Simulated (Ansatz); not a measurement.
Ansatz results at the PBE0-D4/def2-TZVP geometry: HOMO–LUMO gap (PBE0/def2-TZVPP) 5.22 eV; LUMO energy (PBE0/def2-TZVPP) -1.73 eV; LUMO energy (PBE/def2-TZVPP) -2.53 eV.

Task: Which molecule gave them?
A. `C=C1C=C1`
B. `O[SiH]1NP1`
C. `O[CH]([SiH3])[GeH3]`
D. `C=C=[C]([AlH2])[SiH3]`

Result: D. The others give `O[SiH]1NP1`: 6.29, -0.37, -1.27; `C=C1C=C1`: 5.43, -0.57, -1.68; `O[CH]([SiH3])[GeH3]`: 7.86, 0.16, -0.68.
